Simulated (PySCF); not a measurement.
Start geometry of `F[C@@H]1C[Si@H]1[SiH3]` from a GFN2-xTB structure with every atom displaced at random (by about 0.01 Å) (Å):
```
atom  x, y, z in Å
F1    -2.1765    1.7261    0.0053
C2    -1.4768    0.5812   -0.0545
C3    -0.9782    0.0826    1.2778
Si4    0.4617    0.6414    0.1088
Si5    1.6991   -0.9203   -1.0069
H6    -2.0117   -0.1120   -0.6853
H7    -1.1288   -0.9632    1.4920
H8    -1.2148    0.7124    2.1223
H9     0.8414    2.0053    0.4618
H10    2.5241   -1.6915   -0.0567
H11    0.8854   -1.8618   -1.7613
H12    2.6148   -0.2285   -1.9123
```

**Question.** What comes out of this run: PBE0-D3(BJ)/def2-SVP geometry optimisation, gas phase (PySCF)?

**Answer.** 
```
atom  x, y, z in Å
F1    -2.1715    1.7590    0.3563
C2    -1.4513    0.6213    0.1569
C3    -0.8199    0.0010    1.3791
Si4    0.4398    0.6485    0.1319
Si5    1.5426   -0.8579   -1.2463
H6    -1.9740   -0.0692   -0.5192
H7    -0.9878   -1.0647    1.5683
H8    -0.8995    0.6204    2.2810
H9     1.0762    1.9301    0.5320
H10    2.7431   -1.4398   -0.5723
H11    0.5728   -1.9570   -1.5454
H12    1.9714   -0.2178   -2.5266
```

The energy falls by 18.3 kJ/mol over 16 energy and gradient evaluations, the largest force component goes from 0.0378 to 3.2e-04 Eh/bohr, and the atoms move by 0.221 Å rms after alignment. The bond that changes most is C2–Si4 (sp3 C–F carbon to SiH silicon), which shortens by 0.055 Å. Bonds longer at the end by more than 0.005 Å: 9 of 12; shorter: 2. Among the angles that change most is C2–Si4–H9, from 108.0° to 115.9°. Among the dihedrals that turn most is H9–Si4–Si5–H12, from -29° to -55°. Rotational constants go from 7578, 1416, 1372 to 7466, 1419, 1372 MHz. The orientation of the end geometry is arbitrary; only internal coordinates are fixed.

The run used 113 basis functions and 98 SCF cycles in all.

Stationary, but not proved a minimum.
